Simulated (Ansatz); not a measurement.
Cost and result up the ladder for SbSbSbSb tetrahedron (Sb₄) (4 atoms). Charge 0, multiplicity 1. Geometry: r2SCAN-D4/def2-SVP.

```tsv
atom	x (Å)	y (Å)	z (Å)
Sb1	-0.4845	-0.9498	-1.3750
Sb2	-0.2161	-0.9316	1.4536
Sb3	-0.9744	1.4392	0.0832
Sb4	1.6751	0.4422	-0.1618
```

Ansatz on 4 threads of Arm Neoverse V1 on a shared host. Times are rough, and most runs start from the orbitals of an earlier one. r2SCAN0-D4/def2-TZVP serves as the yardstick here, not as an exact answer. Differences are given only for rows in sets of like size (and for xTB, whose basis is part of the method), since another set adds its own error. Binding counts from free atoms at the same level (Sb quartet; other spins of the atoms weren't run), without zero-point energy or a counterpoise term.

In the def2 sets Sb takes a core potential; there is no spin–orbit coupling. LC-ωPBE has ω = 0.4 bohr⁻¹. HSE06 is defined as in plane-wave codes, on full-range PBE exchange. Correlated methods freeze 16 core orbitals; core or outer-core shells of Sb are correlated, in sets that lack core-valence functions. The rows differ in basis, and correlated rows in double-zeta sets carry the largest basis error.

Correlated methods converge slowly with the basis, most of all in double-zeta sets.

```json
{"level": "LDA (SPW92)/def2-TZVP", "functions": "200", "wall time": "1.4 s"}
{"level": "PBE0-D4/def2-SVP", "functions": "104", "wall time": "2.2 s"}
{"level": "PBE-D4/def2-TZVP", "functions": "200", "wall time": "2.7 s"}
{"level": "LC-ωPBE/def2-TZVP", "functions": "200", "wall time": "3.9 s"}
{"level": "HSE06-D4/def2-TZVP", "functions": "200", "wall time": "4.9 s"}
{"level": "PBE0-D4/def2-TZVP", "functions": "200", "wall time": "5 s"}
{"level": "CCSD(T)/def2-SVP", "functions": "104", "wall time": "5 s"}
{"level": "BHLYP-D4/def2-TZVP", "functions": "200", "wall time": "6.5 s"}
{"level": "MP2/def2-TZVP", "functions": "200", "wall time": "6.5 s"}
{"level": "r2SCAN-D4/def2-TZVP", "functions": "200", "wall time": "6.5 s"}
{"level": "r2SCAN0-D4/def2-TZVP", "functions": "200", "wall time": "8.5 s"}
{"level": "RPA@PBE/def2-TZVP", "functions": "200", "wall time": "10 s"}
{"level": "B97M-V/def2-TZVP", "functions": "200", "wall time": "13 s"}
{"level": "B2PLYP/def2-TZVP (with forces)", "functions": "200", "wall time": "24 s"}
```

Question: Estimate what each level gives for the binding energy per atom (eV).

Answer: 
| level | binding energy per atom (eV) | difference from r2SCAN0-D4/def2-TZVP (eV) |
| --- | --- | --- |
| LDA (SPW92)/def2-TZVP | 3.02 | 0.95 |
| PBE0-D4/def2-SVP | 2.18 | – |
| PBE-D4/def2-TZVP | 2.47 | 0.40 |
| LC-ωPBE/def2-TZVP | 1.87 | -0.20 |
| HSE06-D4/def2-TZVP | 2.26 | 0.19 |
| PBE0-D4/def2-TZVP | 2.27 | 0.20 |
| CCSD(T)/def2-SVP | 1.59 | – |
| BHLYP-D4/def2-TZVP | 2.09 | 0.02 |
| MP2/def2-TZVP | 2.19 | 0.13 |
| r2SCAN-D4/def2-TZVP | 2.20 | 0.13 |
| r2SCAN0-D4/def2-TZVP | 2.07 | 0.00 |
| RPA@PBE/def2-TZVP | 2.07 | 0.00 |
| B97M-V/def2-TZVP | 2.30 | 0.24 |
| B2PLYP/def2-TZVP (with forces) | 2.20 | 0.14 |
